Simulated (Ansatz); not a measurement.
Ansatz (an electronic-structure program) input (SVWN5/6-31G* with LANL2DZ past Ar): The .json file joins the Basis Set Exchange's 6-31G* for atoms up to Ar and LANL2DZ past it.

Ansatz 0.2 input:
```yaml
crystal:
  periodic: [false, false, false]
  atoms:
    - {symbol: C, position_ang: [2.78225800, 0.19795800, 0.16947800]}
    - {symbol: C, position_ang: [1.38994900, -0.12816100, 0.36392400]}
    - {symbol: O, position_ang: [0.98704100, -0.88579800, 1.23594000]}
    - {symbol: O, position_ang: [0.55877500, 0.47463700, -0.50082200]}
    - {symbol: Ge, position_ang: [-1.22117200, 0.06954900, -0.26678600]}
    - {symbol: H, position_ang: [3.51087600, -0.24931700, 0.82772300]}
    - {symbol: H, position_ang: [3.08924900, 0.87283100, -0.61498400]}
    - {symbol: H, position_ang: [-1.84259800, 0.90813500, -1.39039500]}
    - {symbol: H, position_ang: [-1.42064200, -1.43160900, -0.48678800]}
    - {symbol: H, position_ang: [-1.65916100, 0.54489000, 1.12025400]}
basis:
  gaussian:
    orbitals: 6-31Gs+LANL2DZ.json
hamiltonian:
  xc: {name: SVWN5}
magnetization: {spin_polarized: true, initial_magnetization: 1}
output: {forces: true}
```

Output:

```
Functional definition: SVWN5
integrals: 0.03 GiB planned
958 factors; their error is unknown
mean field: 0.22 GiB planned
mean field evaluation 1: about -6294.2301 eV, gradient 4.2e1 eV
mean field evaluation 2: about -6256.4560 eV, gradient 9.7e1 eV
mean field evaluation 4: about -6300.6973 eV, gradient 9.5e0 eV
mean field evaluation 8: about -6301.0294 eV, gradient 2.7e-1 eV
mean field evaluation 16: about -6300.9759 eV, gradient 1.8e-4 eV
mean field evaluation 32: about -6299.8347 eV, gradient 4.0e0 eV
mean field -6300.97590029 eV, -231.5565933809 hartree, gradient 1.0e-5 eV, S^2 0.752733; 3 other end points of the search recorded, 0 dependent functions left out
the calculation of the forces begins
reference -6300.97593076 eV, -231.5565945004 hartree; 19, 18 occupied and 59, 60 virtual orbitals, 958 factors
Total energy: -6300.97593076 eV, -231.5565945004 hartree
Atom 0 at     2.782258     0.197958     0.169478 Å, force    -0.782446    -0.120324     0.031854 eV/Å
Atom 1 at     1.389949    -0.128161     0.363924 Å, force     0.266620     0.436556    -0.497347 eV/Å
Atom 2 at     0.987041    -0.885798     1.235940 Å, force    -0.338629    -0.479714     0.539740 eV/Å
Atom 3 at     0.558775     0.474637    -0.500822 Å, force     0.321516     0.228521    -0.233339 eV/Å
Atom 4 at    -1.221172     0.069549    -0.266786 Å, force     0.645291    -0.045275     0.151458 eV/Å
Atom 5 at     3.510876    -0.249317     0.827723 Å, force     0.337835    -0.228902     0.331668 eV/Å
Atom 6 at     3.089249     0.872831    -0.614984 Å, force     0.151630     0.340588    -0.396384 eV/Å
Atom 7 at    -1.842598     0.908135    -1.390395 Å, force    -0.202651     0.274211    -0.367329 eV/Å
Atom 8 at    -1.420642    -1.431609    -0.486788 Å, force    -0.158762    -0.541096    -0.055196 eV/Å
Atom 9 at    -1.659161     0.544890     1.120254 Å, force    -0.240404     0.135434     0.494874 eV/Å
Dipole moment:    -0.018976     0.179933    -0.224116 e Å
```

The geometry given is a B3LYP-D3(BJ)/def2-TZVP minimum.
